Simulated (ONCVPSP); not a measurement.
**How hard is this molybdenum ONCV potential?**

Mo (Z = 42), optimised norm-conserving Vanderbilt (ONCV), made with ONCVPSP 4.0.1 (PW91, scalar-relativistic). Core [Ar] 3d10, reference 4s2 4p6 4d6. Waves: 4s: rc 1.20 bohr, ncon 5, nbas 8, qcut 4.8 1/bohr, 2 projectors, debl 1 Ha; 4p: rc 1.55 bohr, ncon 4, nbas 9, qcut 8.3 1/bohr, 2 projectors, debl 0.7 Ha; 4d: rc 1.90 bohr, ncon 3, nbas 8, qcut 9.7 1/bohr, 2 projectors, debl 1.2 Ha. Local part: polynomial inside 0.85 bohr (lpopt 5, dvloc0 1 Ha). Core correction: polynomial model core, fcfact 0.75.

In the s channel the program set the typed energies aside and used -2.288, 0.250 Ha. In the p channel the program set the typed energies aside and used -1.341, 0.250 Ha.

**Question.** For each optimised wave give the share of its norm inside rc, the residual kinetic energy above qcut (Ha) and the cutoffs (Ha) for errors of 10, 1, 0.1 and 0.01 mHa per electron.

**Answer.**

```csv
wave,norm inside rc,residual KE,10 mHa,1 mHa,0.1 mHa,0.01 mHa
4s,0.632,1.2e-01,73.5,103.3,120.4,132.2
s projector 2,0.079,4.3e-02,17.7,71.9,138.2,163.1
4p,0.779,3.7e-06,9.8,23.0,28.5,32.6
p projector 2,0.070,2.0e-06,7.8,19.3,26.7,31.6
4d,0.510,2.7e-08,14.5,20.0,25.1,29.3
d projector 2,0.214,3.9e-10,15.9,21.6,26.9,31.7
```

The occupied waves need 103 Ha and 120 Ha for 1 and 0.1 mHa. Note: no bound ghost flagged; GHOST(+) flagged for s at 99.2 eV. 1 of 4 tests not solved or not reliable.
